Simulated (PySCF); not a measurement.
Se(OMe)(SeH) (CH4OSe2), SMILES CO[Se][SeH]. Atoms are numbered in the order given.

```xyz
8

Se     0.4960    -0.1874     0.8373
O      1.6715    -0.7199    -0.4244
C      1.2748    -1.8135    -1.2124
H      0.4075    -1.5629    -1.8508
H      2.1268    -2.0545    -1.8662
H      1.0234    -2.7018    -0.6056
Se    -1.1589     0.8714    -0.3795
H     -2.0411    -0.2987    -0.5729
```

Geometry: PBE0-D3(BJ)/def2-SVP. The structure was generated by enumeration, and PubChem lists no compound with its InChIKey, so it may never have been made. One conformer was computed; it need not be the lowest.

Level of theory: PBE0-D3(BJ)/def2-SVP (PySCF).

Frequencies are harmonic and unscaled.

```csv
mode,ν (cm⁻¹),IR (km/mol),Raman (Å⁴/amu),depolarisation,moving atoms (share of kinetic energy)
1,88,1.9,2.6,0.65,"C 44 %, Se 30 %, H 24 %"
2,152,0.8,1.2,0.60,"H 70 %, O 17 %, Se 11 %"
3,232,5.6,3.1,0.32,"O 49 %, H 36 %, Se 12 %"
4,294,6.7,5.7,0.35,Se 91 %
5,309,3.7,3.9,0.37,"H 49 %, C 20 %, O 16 %, Se 15 %"
6,366,6.1,8.7,0.68,"H 67 %, C 12 %, O 10 %, Se 10 %"
7,604,60.0,18.6,0.26,"O 72 %, Se 16 %"
8,741,6.2,26.3,0.53,H 98 %
9,1106,111.7,4.3,0.40,"O 48 %, C 44 %"
10,1170,2.2,3.7,0.74,"H 75 %, C 19 %"
11,1184,9.4,2.0,0.40,"H 69 %, C 22 %, O 9 %"
12,1444,4.7,8.1,0.66,"H 90 %, C 10 %"
13,1452,12.8,17.3,0.75,H 95 %
14,1478,15.1,12.8,0.75,H 95 %
15,2400,19.6,169.9,0.28,H 99 %
16,3011,51.1,134.2,0.03,H 97 %
17,3097,30.8,47.9,0.61,"H 90 %, C 10 %"
18,3148,11.4,165.7,0.51,"H 91 %, C 9 %"
```
